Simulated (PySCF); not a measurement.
C$_{4}$H$_{10}$Mg (SMILES C[CH2][Mg][CH2]C), singlet, at a GFN2-xTB geometry (such geometries of metal compounds can be far from the true shape), atoms displaced at random by about 0.03 Å a coordinate; PBE/6-31G, gradient (PySCF).

PySCF was given this input:
```python
from pyscf import gto, scf, dft

mol = gto.Mole()
mol.atom = '''
    Mg    0.793663   -0.439060   -0.340137
    C    -0.563444   -0.565893    1.336973
    C    -0.071937   -1.481487    2.440538
    H    -1.537104   -0.835272    0.996293
    H    -0.612263    0.415754    1.787867
    H     0.873340   -1.234059    2.832764
    H    -0.042205   -2.536448    2.106945
    H    -0.774436   -1.566738    3.298726
    C     0.334756    0.839444   -2.007027
    C    -0.676877    1.769350   -1.472956
    H    -0.074797    0.250261   -2.870117
    H     1.181218    1.362142   -2.404585
    H    -0.241802    2.348588   -0.646628
    H    -1.556271    1.295930   -1.022980
    H    -1.071323    2.485360   -2.238541
'''
mol.basis = '6-31g'
mol.charge = 0
mol.spin = 0
mol.verbose = 4
mol.build()

mf = dft.RKS(mol)
mf.xc = 'pbe'
mf.grids.level = 1
mf.kernel()
g = mf.nuc_grad_method()
g.grid_response = True
grad = g.kernel()
```

Question: Predict the main parts of the log of this PySCF run.

Answer: 
```
PySCF version 2.14.0

[INPUT] verbose = 4
[INPUT] num. atoms = 15
[INPUT] num. electrons = 46
[INPUT] charge = 0
[INPUT] spin (= nelec alpha-beta = 2S) = 0
[INPUT] symmetry False subgroup None
[INPUT] Mole.unit = angstrom
[INPUT] Symbol           X                Y                Z      unit          X                Y                Z       unit  Magmom
[INPUT]  1 Mg     0.793663000000  -0.439060000000  -0.340137000000 AA    1.499805705201  -0.829703152252  -0.642765774831 Bohr   0.0
[INPUT]  2 C     -0.563444000000  -0.565893000000   1.336973000000 AA   -1.064754846529  -1.069382785808   2.526512805938 Bohr   0.0
[INPUT]  3 C     -0.071937000000  -1.481487000000   2.440538000000 AA   -0.135941228223  -2.799604687104   4.611948416594 Bohr   0.0
[INPUT]  4 H     -1.537104000000  -0.835272000000   0.996293000000 AA   -2.904705584973  -1.578435319518   1.882720909821 Bohr   0.0
[INPUT]  5 H     -0.612263000000   0.415754000000   1.787867000000 AA   -1.157009386205   0.785661195192   3.378578977148 Bohr   0.0
[INPUT]  6 H      0.873340000000  -1.234059000000   2.832764000000 AA    1.650373413628  -2.332033531555   5.353148135527 Bohr   0.0
[INPUT]  7 H     -0.042205000000  -2.536448000000   2.106945000000 AA   -0.079755891087  -4.793192049201   3.981549009522 Bohr   0.0
[INPUT]  8 H     -0.774436000000  -1.566738000000   3.298726000000 AA   -1.463471941004  -2.960705728949   6.233688699982 Bohr   0.0
[INPUT]  9 C      0.334756000000   0.839444000000  -2.007027000000 AA    0.632597158555   1.586319256909  -3.792731354607 Bohr   0.0
[INPUT] 10 C     -0.676877000000   1.769350000000  -1.472956000000 AA   -1.279112150017   3.343586918499  -2.783483433535 Bohr   0.0
[INPUT] 11 H     -0.074797000000   0.250261000000  -2.870117000000 AA   -0.141345844939   0.472924749660  -5.423735075458 Bohr   0.0
[INPUT] 12 H      1.181218000000   1.362142000000  -2.404585000000 AA    2.232178513406   2.574075322767  -4.544007093237 Bohr   0.0
[INPUT] 13 H     -0.241802000000   2.348588000000  -0.646628000000 AA   -0.456939556372   4.438188099440  -1.221949824475 Bohr   0.0
[INPUT] 14 H     -1.556271000000   1.295930000000  -1.022980000000 AA   -2.940925965603   2.448952776608  -1.933152030908 Bohr   0.0
[INPUT] 15 H     -1.071323000000   2.485360000000  -2.238541000000 AA   -2.024507060947   4.696649720949  -4.230229408610 Bohr   0.0

nuclear repulsion = 189.774103542771
number of shells = 47
number of NR pGTOs = 174
number of NR cGTOs = 69
basis = 6-31g
ecp = {}

******** <class 'pyscf.dft.rks.RKS'> ********
method = RKS
initial guess = minao
damping factor = 0
level_shift factor = 0
DIIS = <class 'pyscf.scf.diis.CDIIS'>
diis_start_cycle = 1
diis_space = 8
diis_damp = 0
SCF conv_tol = 1e-09
SCF conv_tol_grad = None
SCF max_cycles = 50
direct_scf = True
direct_scf_tol = 1e-13
XC library pyscf.dft.libxc version 7.1.2
    S. Lehtola, C. Steigemann, M. J. T. Oliveira, and M. A. L. Marques,  SoftwareX 7, 1–5 (2018)
XC functionals = pbe
    J. P. Perdew, K. Burke, and M. Ernzerhof,  Phys. Rev. Lett. 77, 3865 (1996)
    J. P. Perdew, K. Burke, and M. Ernzerhof,  Phys. Rev. Lett. 78, 1396 (1997)
    J. P. Perdew, K. Burke, and M. Ernzerhof,  Phys. Rev. Lett. 77, 3865 (1996)
    J. P. Perdew, K. Burke, and M. Ernzerhof,  Phys. Rev. Lett. 78, 1396 (1997)
radial grids:
    Treutler-Ahlrichs [JCP 102, 346 (1995); DOI:10.1063/1.469408] (M4) radial grids

becke partition: Becke, JCP 88, 2547 (1988); DOI:10.1063/1.454033
pruning grids: <function nwchem_prune>
grids dens level: 1
symmetrized grids: False
atomic radii adjust function: <function treutler_atomic_radii_adjust>
small_rho_cutoff = 0
Set gradient conv threshold to 3.16228e-05
Initial guess from minao.
tot grids = 51672
init E= -358.024633715021
  HOMO = -0.274997498880261  LUMO = -0.102350735569225  gap/eV = 4.69796
cycle= 1 E= -357.823664171311  delta_E= 0.201  |g|= 0.848  |ddm|= 3.24
  HOMO = -0.0277617663431609  LUMO = -0.0166940662555746  gap/eV = 0.30117
cycle= 2 E= -357.039547555008  delta_E= 0.784  |g|= 1.64  |ddm|= 2.94
  HOMO = -0.160152071356357  LUMO = -0.065057076232351  gap/eV = 2.58767
cycle= 3 E= -358.030436866791  delta_E= -0.991  |g|= 0.24  |ddm|= 2.34
  HOMO = -0.157055899135555  LUMO = -0.0722731373596877  gap/eV = 2.30706
cycle= 4 E= -358.043772451674  delta_E= -0.0133  |g|= 0.174  |ddm|= 0.573
  HOMO = -0.151649587256244  LUMO = -0.0775767915779677  gap/eV = 2.01562
cycle= 5 E= -358.052621228203  delta_E= -0.00885  |g|= 0.0485  |ddm|= 0.263
  HOMO = -0.153959927790179  LUMO = -0.0774428707141712  gap/eV = 2.08214
cycle= 6 E= -358.053438933255  delta_E= -0.000818  |g|= 0.0125  |ddm|= 0.074
  HOMO = -0.154579323561589  LUMO = -0.0773988510461532  gap/eV = 2.10019
cycle= 7 E= -358.053501318674  delta_E= -6.24e-05  |g|= 0.00166  |ddm|= 0.0235
  HOMO = -0.154790425530144  LUMO = -0.0777334863766328  gap/eV = 2.09683
cycle= 8 E= -358.053502321774  delta_E= -1e-06  |g|= 0.000468  |ddm|= 0.00417
  HOMO = -0.154803141330743  LUMO = -0.0777070311210883  gap/eV = 2.09789
cycle= 9 E= -358.05350242608  delta_E= -1.04e-07  |g|= 0.000136  |ddm|= 0.00108
  HOMO = -0.154802817714657  LUMO = -0.0777088651223297  gap/eV = 2.09783
cycle= 10 E= -358.053502430233  delta_E= -4.15e-09  |g|= 7.5e-05  |ddm|= 0.000187
  HOMO = -0.154806054777826  LUMO = -0.0777095294398504  gap/eV = 2.09790
cycle= 11 E= -358.053502432113  delta_E= -1.88e-09  |g|= 8.36e-06  |ddm|= 0.000122
  HOMO = -0.154805532909693  LUMO = -0.0777092212855195  gap/eV = 2.09790
cycle= 12 E= -358.05350243214  delta_E= -2.69e-11  |g|= 9.16e-07  |ddm|= 1.53e-05
  HOMO = -0.154805330832961  LUMO = -0.0777091450713958  gap/eV = 2.09789
Extra cycle  E= -358.053502432138  delta_E= 2.27e-12  |g|= 2.05e-06  |ddm|= 4.83e-06
converged SCF energy = -358.053502432138

******** <class 'pyscf.grad.rks.Gradients'> for <class 'pyscf.dft.rks.RKS'> ********
unit = Eh/Bohr
grid_response = True
--------------- RKS gradients ---------------
         x                y                z
0 Mg     0.0174598915    -0.0088620939     0.0018471492
1 C    -0.0377656102     0.0033905444    -0.0060527000
2 C     0.0396349211     0.0352277687     0.0005825592
3 H     0.0240811079     0.0068310730     0.0107728915
4 H     0.0039059814    -0.0219084126     0.0012811457
5 H    -0.0328779528    -0.0099653374    -0.0122365627
6 H    -0.0066799072     0.0017728821     0.0034159602
7 H     0.0005363033    -0.0073473838    -0.0036809930
8 C    -0.0086286731     0.0401756779     0.0231128470
9 C     0.0191790999    -0.0254709073    -0.0133224205
10 H    -0.0036813633    -0.0002555125    -0.0069228832
11 H    -0.0196970605    -0.0115922808     0.0078220451
12 H     0.0003929539    -0.0103840619    -0.0022212417
13 H     0.0067019249     0.0069159135    -0.0000015993
14 H    -0.0025616167     0.0014721305    -0.0043961975
----------------------------------------------
```
